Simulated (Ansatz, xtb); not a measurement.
## Relaxing a trial structure of FHOSi2

The starting geometry of this gas-phase singlet has its atoms placed at random.

```yaml
atoms:
  - { symbol: F, position_ang: [-0.6248, -1.5842, -0.5507] }
  - { symbol: O, position_ang: [0.4106, 0.2397, -0.1138] }
  - { symbol: Si, position_ang: [0.5293, -1.6673, 0.9231] }
  - { symbol: Si, position_ang: [0.2983, 0.5545, -1.7353] }
  - { symbol: H, position_ang: [-1.2042, 0.5675, -1.2499] }
```

Problem. Guess where an optimisation with r2SCAN-D4/def2-SVP ends from this start.

Solution. It ends as a structure given below by its coordinates. Distances that change by over a tenth: F1–Si3 (1.87 → 1.64 Å). Contacts that close: O2–Si3 (2.17 → 1.66 Å).

The energy falls by 3.90 eV over 17 steps:

```
step  E − E(last) (eV)
   1             3.897
   3             0.354
   5             0.219
   6             0.185
   8             0.126
  10             0.071
  12             0.015
  13             0.002
  15             0.000
  17             0.000
```

Final geometry (Å):

```
atom    x (Å)    y (Å)    z (Å)
   F  -0.1994  -2.6887  -0.0077
   O   0.1808  -0.2210  -0.4148
  Si   0.3584  -1.3653   0.7804
  Si   0.2420   0.9035  -1.6561
   H  -1.1727   1.4814  -1.4283
```

From the same start GFN2-xTB reaches the same bonding as this run.

From so rough a start the end depends on the optimiser's path, so another program may land elsewhere. The end wasn't checked by frequencies. Run with Ansatz 0.2.0, 40 s on 1 thread of Intel(R) Xeon(R) Processor @ 2.70GHz (shared host).
